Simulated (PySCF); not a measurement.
CH5BO2, SMILES OBOC.

Geometry optimised at PBE0-D3(BJ)/def2-SVP. Other conformers were not sampled.

All values below come from PySCF 2.14.0 with PBE0-D3(BJ)/def2-SVP.

No scaling factor is applied to the harmonic values.

Task: List the normal modes with their intensities. (Estimate from the structure and the level; the computed values follow.)

Result: 
```
mode  ν (cm⁻¹)  IR (km/mol)  Raman (Å⁴/amu)  depolarisation  moving atoms (share of kinetic energy)
----  --------  -----------  --------------  --------------  --------------------------------------
1            6          0.0             0.1            0.75                                  H 94 %
2          263          9.7             0.5            0.47                  O 42 %, C 33 %, H 24 %
3          276         29.9             1.7            0.75                  H 39 %, O 37 %, B 18 %
4          541         78.3             1.5            0.75                                  H 86 %
5          600          2.9             0.4            0.55                  O 60 %, B 21 %, H 17 %
6          925         58.3             1.7            0.75                          H 60 %, B 35 %
7          932         81.5             5.8            0.12          H 49 %, O 21 %, C 18 %, B 12 %
8         1012         37.0             7.1            0.71                          H 70 %, C 18 %
9         1158         39.7             6.9            0.37                   H 56 %, O 27 %, C 9 %
10        1188          0.1             1.7            0.75                          H 76 %, C 19 %
11        1198         44.7             2.6            0.61                  H 66 %, C 16 %, O 10 %
12        1270        159.8             2.7            0.27           O 47 %, B 27 %, H 17 %, C 9 %
13        1430        183.7             3.5            0.39                  H 63 %, B 17 %, C 14 %
14        1476          1.1            21.1            0.72                                  H 96 %
15        1479          4.2            16.5            0.75                                  H 97 %
16        1545        304.4             1.7            0.62                  B 46 %, H 31 %, O 22 %
17        2617        187.4            92.4            0.20                           H 91 %, B 9 %
18        3050         48.7           143.5            0.01                                  H 97 %
19        3142         24.6            93.3            0.75                          H 90 %, C 10 %
20        3158         13.5            51.3            0.72                          H 90 %, C 10 %
21        3948        112.5            83.5            0.28                                  H 94 %
```
